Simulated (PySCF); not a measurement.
**CH8O4Si3**

CH8O4Si3 is a molecule, neutral, singlet. The structure, one conformer, was relaxed in the gas phase by PBE0-D3(BJ)/def2-SVP. No frequency run checks that it is a minimum.

SMILES: CO[SiH]1O[SiH2]O[SiH2]O1

| atom | x (Å) | y (Å) | z (Å) |
| --- | --- | --- | --- |
| O1 | 0.126 | 0.804 | 0.979 |
| Si2 | -1.198 | 1.756 | 0.652 |
| O3 | -2.352 | 0.782 | -0.041 |
| Si4 | -2.389 | -0.842 | -0.400 |
| O5 | -0.929 | -1.484 | 0.077 |
| Si6 | 0.473 | -0.769 | 0.570 |
| O7 | 1.510 | -0.807 | -0.703 |
| C8 | 2.803 | -0.266 | -0.732 |
| H9 | -0.821 | 2.832 | -0.301 |
| H10 | -1.718 | 2.322 | 1.923 |
| H11 | -3.477 | -1.499 | 0.367 |
| H12 | -2.569 | -1.021 | -1.863 |
| H13 | 1.032 | -1.462 | 1.750 |
| H14 | 3.458 | -0.720 | 0.033 |
| H15 | 3.247 | -0.465 | -1.718 |
| H16 | 2.793 | 0.827 | -0.572 |

Shieldings: GIAO PBE0/pcSseg-1. Shifts are against computed references at the same level: C TMS (σ 184.4 ppm), H TMS (σ 31.27 ppm), Si TMS (σ 352.0 ppm). Core levels by delta-SCF with SCAN, pcX-2 on the ionised atom and pcseg-1 elsewhere, spin-free X2C (2p3/2 is the spin-free 2p value less a third of a first-order spin-orbit splitting); from the vacuum level, for chosen atoms.

Give the shieldings and core levels atom by atom.


```tsv
atoms	bonded to	σ (ppm)	δ (ppm)	core level (eV)
O1	2 Si	234.4	-	1s 538.05
Si2	2 O + 2 H	384.5	-32.5	2p3/2 108.18
O3	2 Si	251.0	-	-
Si4	2 O + 2 H	383.8	-31.8	-
O5	2 Si	239.1	-	1s 538.09
Si6	3 O + 1 H	414.3	-62.3	2p3/2 108.31
O7	1 C + 1 Si	285.9	-	1s 538.27
C8	1 O + 3 H	134.0	50.4	-
H9	1 Si	26.07	5.20	-
H10	1 Si	26.10	5.16	-
H11	1 Si	26.14	5.13	-
H12	1 Si	26.09	5.18	-
H13	1 Si	26.74	4.53	-
H14 H15 H16	1 C	27.52	3.74	-
```

Values are those of this one static structure, with the three H of a rotating XH3 group averaged; atoms that internal rotation interchanges would show their mean in an NMR spectrum.

By CAM-B3LYP/def2-SVPD (TDDFT singlets, Tamm-Dancoff triplets, ionisation by delta-SCF), where does absorption start, and what does vertical ionisation take?

The lowest singlet lies at 7.64 eV (f 0.005), the strongest of the first 6 at 7.85 eV (f 0.013), the lowest triplet at 7.25 eV; vertical ionisation takes 10.67 eV.
